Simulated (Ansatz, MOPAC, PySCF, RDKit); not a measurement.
Complex: CH4O (SMILES CO) (first 6 atoms) with CH2F2 (SMILES FCF); geometry from B3LYP-D3(BJ)/def2-TZVP, rigid monomers moved along the line of their centres of mass till O2···H11 is 2.05 Å.
(charge 0, multiplicity 1):
```xyz
11

C      0.3873    -0.5809     0.4249
O      0.2626     0.7548     0.9094
H     -0.2698    -0.7641    -0.4311
H      0.0922    -1.2381     1.2403
H      1.4182    -0.8170     0.1429
H      0.5396     1.3643     0.2184
F     -0.0256    -1.0595     3.6440
C      0.2353     0.2590     3.9063
F      1.3761     0.3248     4.6536
H     -0.5897     0.6578     4.4990
H      0.3935     0.7732     2.9596
```

Interaction energies are E(AB) − E(A) − E(B) at the monomers' geometry in the complex; basis-set methods are counterpoise corrected. Rows marked so take none.

Rows in 6-31G* carry no dispersion term and start afresh at each structure (6-31G* with six Cartesian d functions). The state that PM6 reach isn't checked.

Run with Ansatz (Gaussian orbitals); MOPAC for PM6 (differences of heats of formation); PySCF for 6-31G* rows; RDKit for the force fields. 

Problem. One of these levels gives 3.2 kJ/mol for the interaction energy. Which one is it?
(A) PM6
(B) BP86/6-31G* (no counterpoise)
(C) MMFF94
(D) HF/aug-cc-pVDZ

Solution. C, MMFF94. The others give -9.3 (PM6), -1.5 (HF/aug-cc-pVDZ), -11.8 (BP86/6-31G* (no counterpoise))

Ansatz is an electronic-structure program.
